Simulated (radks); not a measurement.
The numbers below are computed, except where a source is named.
Question: The table gives one normalised radial function P(r) = r R(r) of Tm+ in [Xe] 4f14 (r in bohr). Code: a radial shooting solver on a logarithmic mesh with Libxc functionals. Model: non-relativistic Kohn-Sham, PBE, spin-polarised, spherical densities, point nucleus; relativity is left out, which matters for an element this heavy.

r	P
0.001112	0.0331
0.001274	0.0375
0.001472	0.0427
0.0017	0.0485
0.001947	0.0546
0.002249	0.0617
0.002577	0.0690
0.002976	0.0774
0.003437	0.0864
0.003937	0.0954
0.004547	0.1052
0.00521	0.1145
0.006017	0.1241
0.006949	0.1331
0.007961	0.1402
0.009194	0.1458
0.01053	0.1482
0.01216	0.1468
0.01405	0.1401
0.0161	0.1277
0.01859	0.1070
0.0213	0.0795
0.02459	0.0416
0.0284	-0.0049
0.03254	-0.0550
0.03758	-0.1114
0.04306	-0.1631
0.04973	-0.2092
0.05743	-0.2377
0.06579	-0.2402
0.07599	-0.2094
0.08775	-0.1404
0.1005	-0.0428
0.1161	0.0834
0.133	0.2047
0.1536	0.3070
0.1774	0.3510
0.2033	0.3163
0.2348	0.1915
0.269	0.0057
0.3106	-0.2207
0.3587	-0.4162
0.411	-0.5144
0.4746	-0.4840
0.5438	-0.3208
0.628	-0.0356
0.7253	0.3041
0.8309	0.6094
0.9596	0.8558
1.099	0.9818
1.27	0.9938
1.466	0.8992
1.68	0.7458
1.94	0.5566
2.223	0.3858
2.567	0.2370
2.965	0.1306
3.397	0.0666
3.923	0.0287
4.494	0.0112
5.19	0.0035

Which n and l does it have? It may be an empty orbital.

Answer: n = 5, l = 0: the number of nodes gives n - l - 1 = 4, the rise at small r (about r^(l+1)) gives l, and the extent must fit the shell. The curve is that of 5s. 5s: eigenvalue -44.981 eV, 4 radial nodes at r = 0.0280, 0.106, 0.270, 0.638 bohr, <r> = 1.37 bohr, 90 % of the charge inside 1.99 bohr.
